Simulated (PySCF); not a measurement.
# Excitation energy of S by level of theory

S [Ne] 3s2 3p4 (3P) → S [Ne] 3s1 3p5 (3P), as a difference of total energies. Computed with PySCF 2.14 in dyall-acv3z (19s12p6d4f, 113 functions), with the spin-free X2C one-electron Hamiltonian (Gaussian nucleus). Correlated levels: valence: [Ne] frozen; valence and next inner shell: 1s2 frozen; virtual orbitals above 40 to 60 times the deepest correlated orbital energy dropped. The calculations carry no spin-orbit coupling.

| method | excitation energy (eV) |
| --- | --- |
| UHF | 11.584 |
| LDA | 10.028 |
| PBE | 10.060 |
| PBE0 | 10.486 |
| r2SCAN | 10.211 |
| revPBE | 10.020 |
| MP2 (valence) | 10.539 |
| SCS-MP2 (valence) | 10.423 |
| MP2 (valence and next inner shell) | 10.544 |
| SCS-MP2 (valence and next inner shell) | 10.422 |

Question: Estimate what BLYP gives.

Answer: 10.053 eV, closest to PBE among the rows shown.

Question: Estimate what BHandHLYP gives.

Answer: 10.913 eV, closest to MP2 (valence and next inner shell) among the rows shown.

Errors of the correlated levels include the incompleteness of this basis and the frozen core.

The upper state lies above the first ionisation limit, where it may autoionise and the basis confines it.

Every method misses the reference by a wide margin, which points to the basis or the choice of state and not to the methods.

For comparison: 8.928 eV (measured; NIST levels, between the centres of gravity of the two terms).
